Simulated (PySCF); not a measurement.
Ionising BiH

UHF-MP2; basis Bi aug-cc-pVDZ-PP with ECP60, H aug-cc-pVDZ; scalar-relativistic core potentials; PySCF 2.14. Neutral (UHF): triplet (π ↑↑), Re = 1.788 Å, ωe = 1838 cm⁻¹, De = 1.98 eV.

BiH⁻ (UHF): doublet (π ↑), Re = 1.808 Å, ωe = 1722 cm⁻¹. The energies at the minima are -214.23196 hartree for BiH and -214.25821 for BiH⁻.

(1) Work out the adiabatic electron affinity, without and with harmonic zero-point energies (1 hartree = 27.2114 eV, 1 eV = 8065.5 cm⁻¹), and the change of the bond length.

Correlated steps freeze 4 core orbitals. Correlated levels converge slowly with the basis: in double zeta they bind strong bonds too weakly, by up to about 1 eV, and carry superposition errors of some tenths. Spin–orbit coupling is left out, which matters for elements this heavy, above all for dissociation energies. States were picked by a PBE0 search and need not be the measured ground states.

Answers

(1) At UHF-MP2: 0.02625 hartree = 0.714 eV between the minima; the zero-point term (1838.0 − 1722.0)/2 cm⁻¹ = +0.007 eV makes it 0.721 eV. Re changes by +2.0 pm against the neutral. The electron enters a π orbital, which is non-bonding in a hydride.
